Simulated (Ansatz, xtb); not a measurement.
Relative energy of two conformers of BrFH3NSi2

We compare a, `F[SiH2]N[Si]Br`, a singlet, with b, `F[SiH2]N[Si]Br`, a singlet. Both are isolated molecules in the gas phase, relaxed with PBE0-D3(BJ)/pcseg-1.

a (Å):

```xyz
8

Br   -0.9543   -2.7060   -1.0312
F     2.1809    1.8758   -1.7476
N     1.3809   -0.7388   -1.2935
Si    2.6790    0.4180   -1.2197
Si    0.4632   -1.2892    0.0777
H     3.7829    0.0014   -2.1166
H     3.0669    0.5515    0.2040
H     1.1338   -1.0947   -2.2182
```

b (Å):

```xyz
8

Br   -0.5682   -0.4264   -4.1210
F    -0.5666    2.9589   -0.5840
N    -0.7431    0.3787   -1.2078
Si   -0.5423    1.9850   -1.8955
Si   -0.8185   -1.1754   -1.9494
H    -1.6829    2.3695   -2.7575
H    -0.8293    0.3779   -0.1901
H     0.7755    2.1511   -2.5497
```

Energies in hartree; the thermal terms are from PBE0-D3(BJ)/pcseg-1 harmonic frequencies (ideal gas, rigid rotor, one conformer each, 298.15 K, 1 atm) and include the zero-point energy:

|  | a | b |
| --- | --- | --- |
| E, CCSD(T)/def2-SVP | −3306.245930 | −3306.244845 |
| E, MP2/def2-SVP | −3306.191826 | −3306.190631 |
| E, MP2/def2-TZVPP | −3307.113260 | −3307.112419 |
| zero-point energy | 0.038448 | 0.038510 |
| H(298 K) − E | 0.046532 | 0.046455 |
| G(298 K) − E | 0.004462 | 0.005215 |

**Question.** Correct the CCSD(T) difference for the basis set by the MP2 change, then work out ΔE, ΔE₀, ΔH and ΔG for a → b in kJ/mol (1 Eh = 2625.50 kJ/mol) and the equilibrium ratio [b]/[a].

**Answer.** 1. Differences b − a: CCSD(T) +0.001085, MP2 in the small set +0.001195, MP2 in the large set +0.000841 Eh.
2. ΔE = +0.001085 + (+0.000841 − (+0.001195)) = +0.000731 Eh = +1.92 kJ/mol.
3. ΔE₀ = ΔE + ΔZPE = +0.000731 + (+0.000062) Eh = +2.08 kJ/mol.
4. ΔH = ΔE + (−0.000077) Eh = +1.72 kJ/mol.
5. ΔG = ΔE + (+0.000753) Eh = +3.90 kJ/mol, so ΔS = (ΔH − ΔG)/T = −7.3 J/(mol K).
6. kT = 0.9442 mEh, so K = [b]/[a] = exp(−ΔG/kT) = exp(−1.57) ≈ 0.21.

The two are too close for this level to say which is favoured. An error of 4 kJ/mol in ΔG would change K by a factor of 5. Mirror images and further conformers aren't counted.

Other levels gave ΔE = −0.4 (PBE0-D3(BJ)/pcseg-1); +4.2 (HF/def2-SVP); +3.1 (MP2/def2-SVP); +2.9 (CCSD(T)/def2-SVP) kJ/mol. The correlated steps freeze 21 core orbitals; the filled d shell of Br is correlated, in a basis made for valence electrons. Programs: Ansatz 0.2.0.
